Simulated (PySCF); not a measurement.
# Solvent effects on NMR parameters

Molfile (atoms numbered from 1):
```
C7H13FO2
     RDKit          3D

 23 23  0  0  0  0  0  0  0  0999 V2000
   -2.7640    1.0335    0.5642 C   0  0  0  0  0  0  0  0  0  0  0  0
   -1.8947   -0.0621    0.4791 O   0  0  0  0  0  0  0  0  0  0  0  0
   -1.2555   -0.1896   -0.7531 C   0  0  2  0  0  0  0  0  0  0  0  0
   -0.4632   -1.4860   -0.7294 C   0  0  0  0  0  0  0  0  0  0  0  0
    0.7177   -1.3797    0.2259 C   0  0  0  0  0  0  0  0  0  0  0  0
    1.5455   -0.1395   -0.1007 C   0  0  2  0  0  0  0  0  0  0  0  0
    2.6735    0.0482    0.8869 C   0  0  0  0  0  0  0  0  0  0  0  0
    3.4061    1.1713    0.5830 F   0  0  0  0  0  0  0  0  0  0  0  0
    0.6369    1.0831   -0.1441 C   0  0  0  0  0  0  0  0  0  0  0  0
   -0.4403    0.9139   -1.0389 O   0  0  0  0  0  0  0  0  0  0  0  0
   -2.2404    1.9891    0.3935 H   0  0  0  0  0  0  0  0  0  0  0  0
   -3.5841    0.9560   -0.1754 H   0  0  0  0  0  0  0  0  0  0  0  0
   -3.1983    1.0342    1.5731 H   0  0  0  0  0  0  0  0  0  0  0  0
   -2.0030   -0.1948   -1.5702 H   0  0  0  0  0  0  0  0  0  0  0  0
   -1.1364   -2.3077   -0.4435 H   0  0  0  0  0  0  0  0  0  0  0  0
   -0.1090   -1.6837   -1.7537 H   0  0  0  0  0  0  0  0  0  0  0  0
    1.3385   -2.2893    0.1776 H   0  0  0  0  0  0  0  0  0  0  0  0
    0.3356   -1.3020    1.2584 H   0  0  0  0  0  0  0  0  0  0  0  0
    1.9875   -0.2633   -1.1065 H   0  0  0  0  0  0  0  0  0  0  0  0
    3.3495   -0.8247    0.8763 H   0  0  0  0  0  0  0  0  0  0  0  0
    2.2758    0.1621    1.9120 H   0  0  0  0  0  0  0  0  0  0  0  0
    1.1921    1.9658   -0.4883 H   0  0  0  0  0  0  0  0  0  0  0  0
    0.2612    1.2933    0.8770 H   0  0  0  0  0  0  0  0  0  0  0  0
  1  2  1  0
  2  3  1  0
  3  4  1  0
  4  5  1  0
  5  6  1  0
  6  7  1  0
  7  8  1  0
  6  9  1  0
  9 10  1  0
 10  3  1  0
  1 11  1  0
  1 12  1  0
  1 13  1  0
  3 14  1  6
  4 15  1  0
  4 16  1  0
  5 17  1  0
  5 18  1  0
  6 19  1  6
  7 20  1  0
  7 21  1  0
  9 22  1  0
  9 23  1  0
M  END
```

GIAO PBE0/pcSseg-1 in PySCF on one PBE0-D3(BJ)/def2-SVP conformer, non-relativistic, equivalent nuclei averaged. Solvents enter as an IEF-PCM continuum (cyclohexane with ε = 2.0, acetonitrile with ε = 35.7) around the gas-phase geometry. Shifts are referred to TMS, CFCl3 computed in the same medium.

Gas phase, δ in ppm: C3 97.5, C7 86.8, C9 62.7, C1 54.2, C6 37.2, C4 31.3, C5 20.3, F8 -247.4, H14 4.33, H20 4.29, H21 3.93, H22 3.76, H23 3.34, H11/H12/H13 3.32. Dipole moment 1.84 D.

Question: How does each δ change in the continuum?

Answer: 
```csv
atoms,environment,"Δδ, cyclohexane","Δδ, acetonitrile"
C3,sp3 carbon bearing two oxygens,+0.3,+0.9
C7,sp3 CH2 bonded to F,+0.6,+1.5
C9,sp3 CH2 bonded to O,+0.3,+0.9
C1,methyl carbon bonded to O,+0.3,+0.7
C6,sp3 CH in a ring,+0.3,+1.0
C4,sp3 CH2 in a ring,+0.3,+0.8
C5,sp3 CH2 in a ring,+0.1,+0.4
F8,fluorine on an sp3 carbon,-2.0,-4.6
H14,hydrogen on an sp3 carbon bearing two oxygens,+0.04,+0.12
H20,hydrogen on an sp3 CH2 bonded to F,+0.09,+0.23
H21,hydrogen on an sp3 CH2 bonded to F,+0.08,+0.21
H22,hydrogen on an sp3 CH2 bonded to O,-0.02,-0.09
H23,hydrogen on an sp3 CH2 bonded to O,+0.04,+0.10
H11/H12/H13,hydrogen on a methyl carbon bonded to O,+0.03,+0.08
```

Changes are relative to the gas phase. The dipole moment becomes 2.00 D in cyclohexane, 2.26 D in acetonitrile.

Question: Which of the listed nuclei move most (in ppm), and what does the model miss? (N and O are left out, as their reference compounds move with the solvent too.)

Answer: F8 (fluorine on an sp3 carbon, -4.6 ppm) in acetonitrile. A continuum only polarises the solute; specific hydrogen bonds, the anisotropy of aromatic solvents and changes of geometry or conformer are outside it.
